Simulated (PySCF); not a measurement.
## Spin–spin coupling constants

Cartesian coordinates in Å; atom numbers follow the order of the lines, from 1:
```xyz
6

N     2.474   -0.041   -0.010
C     1.315   -0.023   -0.007
Ge   -0.610    0.011   -0.007
H    -1.031    1.463   -0.246
H    -1.067   -0.496    1.363
H    -1.075   -0.910   -1.137
```

Method: B3LYP/pcJ-1 (pcSseg-1 on Ge)//PBE0-D3(BJ)/def2-SVP, PySCF 2.14; isolated molecule, single conformer, non-relativistic. Couplings are averaged over pairs made equivalent by symmetry, fast rotation or ring inversion, so a value needn't be that of the named pair in this geometry, while other rotamers aren't included; one pair stands for each set, and the list holds those of at least 0.8 Hz over up to four bonds.

Isotopes: 15N, 13C, 1H.

```
  pair  bonds  J (Hz)
N1, C2      1   -12.5
C2, H4      2     8.3
H4, H5      2       ?
N1, H4      3       ?
```

Estimate the withheld couplings, with signs.

Answers


- 2J(H4,H5) = 13.0 Hz
- 3J(N1,H4) = -1.0 Hz

Relativistic effects of the heavier atoms present are left out.
